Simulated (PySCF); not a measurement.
## Relaxation of singlet PbO2

These are results of PBE0/[Pb def2-TZVP with ECP60, O def2-TZVP], scalar-relativistic core potentials, density fitting, no spin–orbit coupling, PySCF, not measurements. A (50,194) grid was used.

A hand-made bent start, of C2v symmetry, held to at least that symmetry:

Coordinates in bohr (charge 0 multiplicity 1):
```
Pb    0.0000    0.0000   -0.2774
O     2.9722    0.0000    1.8037
O    -2.9722    0.0000    1.8037
```

Optimiser trace:
```
step  E − E(last) (kJ/mol)  largest gradient (Eh/bohr)
   0                143.03                     0.03292
   1                 89.95                     0.04475
   2                 42.81                     0.03617
   3                 18.57                     0.02441
   4                  3.15                     0.00771
   5                  1.33                     0.01181
   6                  0.06                     0.00103
   7                  0.00                     0.00026
   8                  0.00                     0.00001
```

It ends at D∞h with Pb–O 1.868 Å (×2); O–Pb–O 180.0°. No frequency check is given, so it may be a saddle point. Other isomers or separated fragments may lie lower.

With an element this heavy the missing spin–orbit coupling can shift these numbers.
